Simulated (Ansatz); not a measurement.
`[F][GeH2][Cl]` → `[F][Ge][Cl]` + H₂ at 400 K and 1 bar (germylene formation by 1,1-elimination).

Isolated molecules relaxed with PBE0-D4/def2-TZVP in Ansatz; ΔE leaves out vibrations. CBS: MP2 limit from def2 TZ/QZ plus the TZ coupled-cluster correction, frozen cores. This one scheme is used for every species. For Ge outer-core shells are correlated without core-valence functions, which leaves a few kJ/mol of doubt a bond. Scalar relativity is left out up to krypton.

| species | CCSD(T)/CBS energy (Eh) | H − E (kJ/mol) | S (J/(mol·K)) |
| --- | --- | --- | --- |
| `[F][GeH2][Cl]` | -2636.95386 | 72.2 | 315.0 |
| `[F][Ge][Cl]` | -2635.75718 | 25.5 | 304.4 |
| H₂ | -1.17544 | 38.0 | 139.0 |

H − E and S are ideal-gas, rigid-rotor, harmonic terms from PBE0-D4/def2-TZVP. The MP2-based limit puts H₂ 0.8 mEh under its directly extrapolated value; such offsets cancel only in part. 1 Eh = 2625.50 kJ/mol, R = 8.31446 J/(mol·K).

Problem. By hand: ΔE, ΔH, ΔS and ΔG.

Solution. ΔE = (-2635.75718) + (-1.17544) − (-2636.95386) = 0.02124 Eh = 55.8 kJ/mol. Δ(H − E) = 25.5 + 38.0 − 72.2 = -8.7, so ΔH = 47.1 kJ/mol. ΔS = 304.4 + 139.0 − 315.0 = 128.4 J/(mol·K). ΔG = 47.1 − 400 × (128.4)/1000 = -4.3 kJ/mol.

Problem. By hand: the equilibrium constant, and the temperature at which ΔG would vanish if ΔH and ΔS stayed fixed.

Solution. log₁₀ K = −ΔG/(RT ln 10) = 0.6. ΔG = 0 at ΔH/ΔS = 367 K.

The number of gas molecules changes by +1, which sets the sign of ΔS. The sign of ΔG lies within the doubt. A doubt of 5 kJ/mol in ΔE shifts log₁₀ K by 0.7 here. These are equilibria of isolated gas molecules and say nothing of rates. Largest T1 diagnostic: 0.014 (customary marks: 0.02 for closed shells, 0.045 for open ones).
